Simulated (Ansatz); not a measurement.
CdCl2, relaxed as a singlet with RKS r2SCAN-D4/def2-TZVP in Ansatz, starting from the GFN1-xTB geometry. Force threshold 0.02 eV/Å.

In the def2 sets Cd takes a core potential; there is no spin–orbit coupling. The structure comes from a short search, and lower isomers may exist.

Start:

```csv
atom,x (Å),y (Å),z (Å)
Cd1,-0.0125,0.0117,0.0238
Cl2,-0.0689,1.9811,-1.0257
Cl3,0.0814,-1.9928,1.0019
```

Question: Estimate the energy that the relaxation releases and the steps that it takes.

Answer: 1.4 kJ/mol, in 3 steps; 3.7 s on 4 threads of Arm Neoverse V2 on a shared host. No frequencies were taken in this run, so the end may be a saddle point.

Question: Does the start keep its bonding and symmetry?

Answer: By distances, no bond broke or formed. The bond that changes most is Cd1–Cl2, from 2.23 to 2.26 Å (atoms count from 1). Point group D∞h at the start, D∞h at the end, both within 0.05 Å.

Question: Predict the relaxed structure.

Answer: 
```tsv
atom	x (Å)	y (Å)	z (Å)
Cd1	-0.0023	0.0021	0.0044
Cl2	-0.0751	2.0134	-1.0300
Cl3	0.0774	-2.0155	1.0256
```
Bond lengths: 2 × Cd–Cl 2.26 Å.
